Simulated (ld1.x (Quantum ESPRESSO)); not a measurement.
Results of a calculation; reference values are marked as such.
## Hardness and transferability of assorted potentials

Generated with ld1.x 7.5 (TM, RRKJ, ultrasoft, PAW), atompaw 4.2 or ONCVPSP 4.0.1. The cutoff is in Ry: for ld1.x and atompaw files where the sum of valence levels is converged to 10 mRy in a Bessel basis, for ONCV files where the hardest occupied wave has 1 mHa per electron of residual kinetic energy. The error is the largest all-electron minus pseudo excitation energy over each file’s own four to seven test configurations (ionisations up to +4, promotions, holes and added fractions of an electron), all of which were solved. The labels leave out finer settings (local radius, basis sizes, second energies), which also bear on the numbers. Spin-polarised tests are not counted. The rows are a selection from randomly drawn settings: files with unsolved tests, undetermined cutoffs or missed reference levels are left out.

A true bound ghost makes a file unfit for plane-wave use even where its test errors are small: the radial tests pick states by their node count and pass the ghost by.

| element | potential | cutoff (Ry) | largest error (meV) | bound ghosts |
| --- | --- | --- | --- | --- |
| Al | TM semilocal, LDA (PZ), scalar-relativistic, rc 1.12/2.35 (sp), local s, core correction yes, reference 3s2 3p1 | 160 | +109 | none |
| Ti | ultrasoft, PW91, scalar-relativistic, rc 2.75/1.65/1.70 (spd), local smoothed, core correction yes, reference 3p6 3d2 4s1 4p1 | 35 | +7.7 | none |
| Se | TM, LDA (PZ), scalar-relativistic, rc 1.30/1.35 (sp), local s, core correction yes, reference 4s1 4p5 | 60 | -41 | p |
| In | ultrasoft, PBE, fully relativistic, rc 2.35/2.95/3.35 (spd), local smoothed, core correction no, reference 5s2 5p1 | 6 | +135 | none |
| Te | ultrasoft, LDA (PZ), scalar-relativistic, rc 2.74/2.24 (sp), local smoothed, core correction yes, reference 5s2 5p3 | 10 | -189 | none |
| Ta | TM, PBE, scalar-relativistic, rc 2.95/1.95/2.30 (spd), local smoothed, core correction no, reference 5p6 5d3 6s2 6p0 | 30 | +131 | s |

Q: Fill in the row for O: TM, PBEsol, scalar-relativistic, rc 0.60/1.00/0.75 (spd), local d, core correction yes, reference 2s2 2p2.

A: cutoff 200 Ry, largest error +278 meV, bound ghosts: none.

Q: Fill in the row for Cd: PAW, LDA (PZ), scalar-relativistic, rc 2.25/1.45/1.60 (spd), local smoothed, core correction yes, reference 4p6 4d10 5s1.75 5p0.25.

A: cutoff 60 Ry, largest error -53 meV, bound ghosts: none.
